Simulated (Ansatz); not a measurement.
Q: Predict a relaxed structure of (ZnO)2 ring (Zn2O2), charge 0, singlet, at r2SCAN-D4/def2-SVP (Ansatz).

A: 
```xyz
4

Zn    0.5676   -0.6595    0.7481
O    -1.2611   -0.2374    0.7474
Zn   -0.5676    0.6595   -0.7481
O     1.2611    0.2374   -0.7474
```
Point group D2h (tolerance 0.1 Å). This is one stationary point.
